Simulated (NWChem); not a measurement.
System: SnHOF₃; SMILES [OH][Sn]([F])([F])[F]

```xyz
6

O      1.3801     1.3837     0.0514
Sn     0.0149    -0.0004     0.0005
F     -1.7223     0.7998    -0.0648
F      0.2093    -1.1398    -1.5172
F      0.0943    -1.1394     1.5290
H      0.9811     2.2649     0.0396
```
Atoms are numbered in this order, from 1.

Results from NWChem. All runs use the structure optimised with PBE0/def2-SVP. No frequency run checked for a minimum. def2 effective core potentials on Sn; no spin-orbit coupling. B3LYP is NWChem's, with the RPA form of VWN correlation. Ions are spin-unrestricted doublets at the neutral geometry; other ion states weren't tried.

Q: Predict the results for B3LYP/def2-SVP. Quantities: vertical ionisation energy, ΔSCF (eV); −ε(HOMO) (eV).

A: vertical ionisation energy, ΔSCF (eV): 12.85
−ε(HOMO) (eV): 9.83
